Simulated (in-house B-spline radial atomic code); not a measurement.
Configurations of I+, with energies counted from [Kr] 4d10 5s2 5p4. All numbers are computed (scalar-relativistic (X2C) r2SCAN0, spin-polarised, spherical fractional occupations; Fermi nucleus of rms radius 4.75 fm) with a radial B-spline atomic code at the basis-set limit, not measured. Shells without spins written out take the highest spin.

Caution: exact exchange at fractional occupations of open shells leaves self-interaction of up to several eV.

Occupations are held fixed; configurations that lie above the ionisation limit could autoionise.

| configuration | E - E(ref) (eV) | highest orbital | its <r> (bohr) |
| --- | --- | --- | --- |
| [Kr] 4d10 5s2 5p(2 up, 2 down) | 1.7511 | 5p up | 2.328 |
| [Kr] 4d10 4f1 5s2 5p3 | 14.359 | 4f up | 8.376 |
| [Kr] 4d10 5s1 5p4 6p1 | 23.675 | 6p up | 5.989 |
| [Kr] 4d10 5s1 5p4 5f1 | 27.784 | 5f up | 13.54 |
| [Kr] 4d9 5s2 5p4 6d1 | 67.69 | 6d up | 8.782 |
| [Ar] 3d10 4s2 4p(2 up, 3 down) 4d10 5s2 5p(1 up, 3 down) 6f(0 up, 1 down) | 151.84 | 6f down | 18.73 |
| [Ar] 3d(5 up, 4 down) 4s2 4p6 4d10 5s2 5p(1 up, 3 down) 5d(0 up, 1 down) | 643.33 | 5d down | 3.594 |

(1) Order these further configurations by energy, lowest first.
A. [Kr] 4d10 5s1 5p4 5d1
B. [Ar] 3d9 4s2 4p6 4d10 5s2 5p4 6p1
C. [Ar] 3d10 4s2 4p(2 up, 3 down) 4d10 4f(0 up, 1 down) 5s2 5p(3 up, 1 down)
D. [Ar] 3d9 4s2 4p6 4d10 5s2 5p4 6f1
E. [Ar] 3d10 4s2 4p5 4d10 5s2 5p4 5d1

(2) How far above the reference does [Kr] 4d10 5s2 5p(1 up, 2 down) 5f(0 up, 1 down) lie?

(3) How far above the reference does [Kr] 4d10 5s1 5p4 6s1 lie?

(4) How far above the reference does [Ar] 3d10 4s2 4p5 4d10 5s2 5p4 5f1 lie?

Answers

(1) A (22.187 eV), E (145.59 eV), C (150.65 eV), B (644.77 eV), D (649.51 eV).

(2) 19.342 eV; its least bound orbital is 5f down with <r> = 14.18 bohr.

(3) 21.108 eV; its least bound orbital is 6s up with <r> = 4.749 bohr.

(4) 151.18 eV; its least bound orbital is 5f up with <r> = 12.37 bohr.
